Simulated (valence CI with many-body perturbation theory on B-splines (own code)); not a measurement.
## E1 transitions of Pr XXVII

Computed by configuration interaction combined with many-body perturbation theory (CI+MBPT): five valence electrons over a frozen Dirac-Fock core [Ar] 3d10, a basis of 9 s, 9 p, 8 d, 6 f, 3 g, 1 h functions for each j, with the one-electron correlation potential Σ1, the two-electron term Σ2, the three-electron term Σ3, Breit, model QED; selected CI, second order for the rest (own B-spline code, finite nucleus).

The last digits are not significant, and no measured levels were compared; by estimate large intervals hold to a few tenths of a per cent, small ones and those within an open d or f shell to about a per cent. Among the levels kept, up to 270 cm⁻¹ of a level comes from second order outside the variational space, and about a tenth of that is noise between levels of different J, which matters for small intervals.

Lines 1 to 50 of 186 in falling wavelength, among levels below 1552400 cm⁻¹, chosen from the strongest by gf and those to the six lowest levels. Wavelengths and rates use the calculated energies. Electric multipoles are in the length gauge, E1 and E2 with the static RPA response of the core. Weak lines are less certain than strong ones. Lines between different terms over intervals too small for the method are left out, as are lines whose strength nearly cancels. The highest levels of a list are the least certain.

Levels are named by their leading jj configuration (3d3/2^4 stands for four electrons in 3d with j = 3/2), which in mixed levels can hold well under half, so a name can repeat and another be missing. Letters in brackets count levels of one name in rising energy.

```tsv
λ vac (nm)	Upper	Lower	A (s⁻¹)	log gf	Branch %
43.86	(4s 4p1/2^2 4p3/2^2) J=5/2	(4s^2 4p3/2^3) J=3/2	3.42e+06	-3.23	0.0
33.20	(4s 4p1/2^2 4p3/2^2) J=3/2	(4s^2 4p3/2^3) J=3/2	9.80e+07	-2.19	0.2
31.85	(4s 4p1/2^2 4p3/2^2) J=1/2	(4s^2 4p3/2^3) J=3/2	6.85e+07	-2.68	0.1
29.59	(4s 4p1/2^2 4p3/2 4d3/2) J=3/2 [a]	(4s^2 4p1/2 4p3/2 4d3/2) J=1/2 [b]	1.36e+08	-2.15	0.4
29.34	(4s 4p1/2^2 4p3/2 4d3/2) J=5/2	(4s^2 4p1/2 4p3/2 4d3/2) J=3/2 [c]	2.51e+08	-1.71	2.1
27.88	(4s 4p1/2^2 4p3/2 4d3/2) J=7/2	(4s^2 4p1/2 4p3/2 4d3/2) J=5/2 [b]	4.95e+08	-1.34	8.0
27.06	(4s 4p1/2^2 4p3/2 4d3/2) J=3/2 [a]	(4s^2 4p1/2 4p3/2 4d5/2) J=3/2 [a]	2.82e+08	-1.91	0.7
26.55	(4s 4p1/2^2 4p3/2 4d3/2) J=5/2	(4s^2 4p1/2 4p3/2 4d5/2) J=3/2 [a]	2.09e+08	-1.88	1.8
25.77	(4s^2 4p1/2^2 4d3/2) J=3/2	(4s^2 4p3/2^3) J=3/2	1.24e+08	-2.31	0.3
25.38	(4s 4p1/2^2 4p3/2 4d3/2) J=7/2	(4s^2 4p1/2 4p3/2 4d5/2) J=5/2 [a]	6.50e+08	-1.30	10.5
24.74	(4s 4p1/2^2 4p3/2 4d3/2) J=3/2 [c]	(4s^2 4p1/2 4p3/2 4d3/2) J=1/2 [b]	1.38e+08	-2.30	0.3
24.55	(4s 4p1/2^2 4p3/2 4d3/2) J=7/2	(4s^2 4p1/2 4p3/2 4d5/2) J=9/2	1.25e+08	-2.04	2.0
23.26	(4s 4p1/2^2 4p3/2 4d3/2) J=5/2	(4s^2 4p1/2 4p3/2 4d3/2) J=3/2 [b]	5.33e+08	-1.59	4.5
23.23	(4s 4p1/2^2 4p3/2 4d3/2) J=1/2	(4s^2 4p1/2 4p3/2 4d3/2) J=3/2 [b]	5.60e+08	-2.04	6.6
22.95	(4s 4p1/2^2 4p3/2 4d3/2) J=3/2 [c]	(4s^2 4p1/2 4p3/2 4d5/2) J=3/2 [a]	7.87e+08	-1.60	2.0
22.82	(4s 4p1/2^2 4p3/2 4d5/2) J=9/2	(4s^2 4p1/2 4p3/2 4d5/2) J=9/2	1.81e+09	-0.85	32.8
22.69	(4s 4p1/2^2 4p3/2 4d3/2) J=3/2 [b]	(4s^2 4p1/2 4p3/2 4d3/2) J=3/2 [b]	2.47e+09	-1.12	4.4
22.50	(4s 4p1/2^2 4p3/2 4d3/2) J=3/2 [c]	(4s^2 4p1/2 4p3/2 4d5/2) J=5/2 [a]	9.01e+08	-1.56	2.3
22.36	(4s 4p1/2 4p3/2^3) J=3/2	(4s^2 4p3/2^3) J=3/2	1.52e+08	-2.34	0.3
22.30	(4s 4p1/2^2 4p3/2 4d3/2) J=5/2	(4s^2 4p1/2 4p3/2 4d3/2) J=7/2	6.41e+08	-1.54	5.4
22.28	(4s^2 4p1/2^2 4d5/2) J=5/2	(4s^2 4p3/2^3) J=3/2	3.53e+07	-2.80	0.1
22.21	(4s 4p1/2^2 4p3/2 4d3/2) J=1/2	(4s^2 4p1/2 4p3/2 4d3/2) J=1/2 [a]	2.24e+09	-1.48	26.2
21.87	(4s 4p1/2^2 4p3/2 4d3/2) J=7/2	(4s^2 4p1/2 4p3/2 4d3/2) J=7/2	2.11e+09	-0.92	34.1
21.76	(4s 4p1/2^2 4p3/2^2) J=5/2	(4s^2 4p1/2 4p3/2^2) J=5/2	2.39e+09	-0.99	16.7
21.72	(4s 4p1/2^2 4p3/2 4d3/2) J=3/2 [b]	(4s^2 4p1/2 4p3/2 4d3/2) J=1/2 [a]	6.96e+08	-1.71	1.2
21.53	(4s 4p1/2^2 4p3/2 4d3/2) J=3/2 [a]	(4s^2 4p1/2 4p3/2 4d3/2) J=5/2 [a]	7.09e+08	-1.71	1.9
21.31	(4s 4p1/2^2 4p3/2 4d5/2) J=9/2	(4s^2 4p1/2 4p3/2 4d5/2) J=7/2 [a]	3.59e+09	-0.61	64.9
21.21	(4s 4p1/2^2 4p3/2 4d3/2) J=5/2	(4s^2 4p1/2 4p3/2 4d3/2) J=5/2 [a]	2.27e+09	-1.04	19.2
20.82	(4s 4p1/2^2 4p3/2 4d3/2) J=7/2	(4s^2 4p1/2 4p3/2 4d3/2) J=5/2 [a]	5.75e+08	-1.52	9.3
20.73	(4s 4p1/2^2 4p3/2 4d3/2) J=3/2 [b]	(4s^2 4p1/2 4p3/2 4d3/2) J=5/2 [a]	6.78e+08	-1.76	1.2
20.70	(4s 4p1/2 4p3/2^3) J=5/2	(4s^2 4p3/2^3) J=3/2	4.34e+09	-0.78	17.1
20.49	(4s 4p1/2^2 4p3/2 4d5/2) J=9/2	(4s^2 4p1/2 4p3/2 4d3/2) J=7/2	1.13e+08	-2.15	2.0
20.41	(4s 4p1/2^2 4p3/2^2) J=5/2	(4s^2 4p1/2 4p3/2^2) J=3/2	4.64e+09	-0.76	32.4
20.24	(4s 4p1/2^2 4p3/2^2) J=3/2	(4s^2 4p1/2 4p3/2^2) J=1/2	2.09e+07	-3.29	0.0
20.09	(4s 4p1/2^2 4p3/2 4d3/2) J=3/2 [a]	(4s^2 4p1/2 4p3/2 4d3/2) J=3/2 [a]	6.37e+09	-0.81	16.8
19.91	(4s 4p1/2^2 4p3/2 4d3/2) J=3/2 [a]	(4s 4p1/2 4p3/2^3) J=1/2	3.47e+09	-1.08	9.1
19.80	(4s 4p1/2^2 4p3/2 4d3/2) J=5/2	(4s^2 4p1/2 4p3/2 4d3/2) J=3/2 [a]	4.57e+08	-1.79	3.9
19.78	(4s 4p1/2^2 4p3/2 4d3/2) J=1/2	(4s^2 4p1/2 4p3/2 4d3/2) J=3/2 [a]	6.99e+08	-2.09	8.2
19.73	(4s 4p1/2^2 4p3/2^2) J=1/2	(4s^2 4p1/2 4p3/2^2) J=1/2	8.01e+09	-1.03	16.1
19.61	(4s 4p1/2^2 4p3/2 4d3/2) J=1/2	(4s 4p1/2 4p3/2^3) J=1/2	9.78e+08	-1.95	11.5
19.39	(4s 4p1/2^2 4p3/2 4d3/2) J=3/2 [b]	(4s^2 4p1/2 4p3/2 4d3/2) J=3/2 [a]	6.34e+08	-1.85	1.1
19.22	(4s 4p1/2^2 4p3/2 4d3/2) J=3/2 [b]	(4s 4p1/2 4p3/2^3) J=1/2	7.10e+08	-1.80	1.3
19.18	(4s 4p1/2 4p3/2^3) J=1/2	(4s^2 4p3/2^3) J=3/2	2.71e+09	-1.52	3.8
19.02	(4s^2 4p1/2 4p3/2 4d3/2) J=3/2 [a]	(4s^2 4p3/2^3) J=3/2	2.73e+09	-1.23	7.5
18.84	(4s 4p1/2^2 4p3/2 4d3/2) J=3/2 [c]	(4s^2 4p1/2 4p3/2 4d3/2) J=5/2 [a]	3.60e+09	-1.12	9.1
18.77	(4s 4p1/2^2 4p3/2^2) J=3/2	(4s^2 4p1/2 4p3/2^2) J=5/2	6.22e+09	-0.88	13.8
18.50	(4s 4p1/2^2 4p3/2 4d3/2) J=3/2 [a]	(4s 4p1/2 4p3/2^3) J=5/2	8.92e+09	-0.74	23.5
17.90	(4s 4p1/2^2 4p3/2 4d3/2) J=3/2 [b]	(4s 4p1/2 4p3/2^3) J=5/2	1.04e+10	-0.70	18.5
17.88	(4s^2 4p1/2 4p3/2 4d3/2) J=5/2 [a]	(4s^2 4p3/2^3) J=3/2	1.61e+08	-2.33	2.6
17.76	(4s 4p1/2^2 4p3/2^2) J=3/2	(4s^2 4p1/2 4p3/2^2) J=3/2	2.05e+09	-1.41	4.6
```

Problem. How does gf follow from A for the line at 19.61 nm?

Solution. gf = 1.4992 × (2J+1)_upper × A / σ², with σ = 510043 cm⁻¹ and 2J+1 = 2: gf = 0.0113.
